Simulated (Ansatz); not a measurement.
Two isomers of C2H4BClO: A = `OB1CC1Cl`, B = `C=C(O)BCl`.

Computed with Ansatz on PBE0-D4/def2-TZVP structures; ΔE is electronic, products minus reactants. CCSD(T)/CBS adds triple-zeta CCSD(T) − MP2 to the extrapolated MP2 energy (def2 sets, frozen cores). Functionals use def2-TZVPP. B3LYP here is the variant with VWN-RPA as its local correlation; programs differ in this. One conformer a species, not always the lowest.

Question: Which is lower in electronic energy at CCSD(T)/CBS, and by how much? (Best estimate.)

Answer: Computed: B, by 7.3 kcal/mol.

Question: Give E(B) − E(A) in kcal/mol with PBE0-D4, CCSD(T)/def2-SVP, B3LYP-D4, HF/def2-TZVPP, ωB97M-V, BLYP-D4, r2SCAN-D4. (Best estimate.)

Answer: The calculation gave: PBE0-D4 -4.3, CCSD(T)/def2-SVP -8.9, B3LYP-D4 -8.4, HF/def2-TZVPP -10.9, ωB97M-V -5.2, BLYP-D4 -10.0, r2SCAN-D4 -6.4. None reverses the order clearly.

Question: Does the order hold for the free energy at 298.15 K (harmonic terms from PBE0-D4)? (Estimate.)

Answer: The calculation gave: Yes: G(B) − G(A) = -8.2 kcal/mol, for one conformer each.

Largest T1 diagnostic: 0.013.

Leaving LDA and LC-ωPBE aside and taking each functional with its dispersion term where it has one, the values spread over 5.7 kcal/mol, from BLYP-D4 to PBE0-D4. LDA lies +3.3 kcal/mol from PBE without D4. In def2-TZVPP, CCSD(T) changes the Hartree–Fock value by +2.6 kcal/mol (the triples alone add −0.7 kcal/mol) and MP2 by +4.7 kcal/mol.
